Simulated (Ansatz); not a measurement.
Geometry optimisation, RKS BHLYP-D4/def2-SVP (Ansatz 0.2.0).

The input (input.yaml):

```yaml
crystal:
  periodic: [false, false, false]
  atoms:
    - { symbol: Ga, position_ang: [0.070496, -0.50037, -0.360314] }
    - { symbol: Cl, position_ang: [-0.128935, 0.19065, 3.001534] }
    - { symbol: H, position_ang: [1.440763, 0.209867, -0.539725] }
    - { symbol: H, position_ang: [-1.332606, -0.027168, -0.83475] }
    - { symbol: "N", position_ang: [0.111196, -2.174428, 0.526684] }
    - { symbol: H, position_ang: [-0.665242, -2.813801, 0.461295] }
    - { symbol: H, position_ang: [0.97554, -2.679873, 0.640419] }
    - { symbol: H, position_ang: [-0.082413, -1.021178, 2.449458] }
basis:
  gaussian: { orbitals: def2-SVP }
hamiltonian:
  xc: { name: BHLYP }
  dispersion: d4
relax:
  f_tol: 0.03
  max_steps: 50
```

Run as:

```bash
$ ansatz run input.yaml --threads 2 --pin off --max-ram 3072MiB --backend cpu --events-out ev --progress --plain --runs-dir out
```

Task: Where does it end, and by what steps?

Result: The forces met the threshold. After 17 steps the energy has fallen by 1.901 eV; H8 moved furthest, 1.18 Å. Parted: Cl2–H8 (1.33 → 2.78 Å). Joined: Ga1–Cl2 (3.44 → 2.22 Å), N5–H8 (2.25 → 1.01 Å).

```tsv
step	energy less start (eV)	largest force component (eV/Å)	accepted
0	0.0000	1.112	yes
1	-0.1073	0.283	yes
2	-0.1014	0.556	no
3	-0.1272	0.295	yes
4	-0.1320	0.330	yes
5	-0.1376	0.325	yes
6	-0.1663	0.510	yes
7	-0.2176	0.672	yes
8	-0.6430	2.108	yes
9	-1.0472	4.488	yes
10	-1.5536	3.382	yes
11	-1.7731	1.832	yes
12	-1.8651	0.794	yes
13	-1.8853	0.202	yes
14	-1.0150	6.286	no
15	-1.8993	0.174	yes
16	-1.9007	0.065	yes
17	-1.9012	0.011	yes
```

```xyz
8
Properties=species:S:1:pos:R:3
Ga 0.016 -0.096 0.191
Cl -0.171 0.697 2.254
H 1.440 0.102 -0.424
H -1.327 -0.074 -0.607
N 0.100 -2.119 0.868
H -0.653 -2.699 0.521
H 0.978 -2.580 0.665
H 0.006 -2.047 1.876
```

Whether the end is a true minimum wasn't checked by a vibrational analysis.

Run time: 21 s on 2 threads of Intel(R) Xeon(R) 6975P-C (Granite Rapids), on a shared host, peak memory 0.2 GiB.
